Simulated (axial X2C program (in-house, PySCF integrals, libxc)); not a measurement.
**Which molecule has these constants?**

Computed with an in-house relativistic program for diatomic molecules, spin-free (one-electron X2C) or two-component (2c: spin–orbit coupling with atomic mean-field Coulomb and Gaunt terms, which also bring small scalar terms), in Dyall basis sets with cores contracted in-house; open shells are unrestricted.

A two-component PBE0 calculation in a Dyall 3-zeta basis gave Re = 1.660 Å, ωe = 1079.8 cm⁻¹, De = 6.31 eV, Ω = 3.

Question: Which molecule is it?
A. IrC⁺
B. RhC⁺
C. CoC⁺

Answer: A. The others have RhC⁺ 1.562 Å and 1204.4 cm⁻¹ (Ω = 0); CoC⁺ 1.601 Å and 839.5 cm⁻¹ (Ω = 3).

Each entry is the lowest single determinant of a limited PBE0 search at one distance. De goes to single-determinant-based atoms at the same level (for ions the charge split of lowest energy) and is withheld (n/a) where an atom does not fit its ground term or J level. Main or longest-lived isotopes. One determinant is a doubtful description, or other states lie close, for IrC⁺, CoC⁺; these need not be ground states, and all values refer to the states named. With several unpaired electrons the Ω given is that of one determinant, not necessarily of the lowest component. Some light 2c atoms are not at their ground J level, so De misses part of their lowering (0.04 eV or less). The functionals have no current term, which raises determinants with orbital currents.
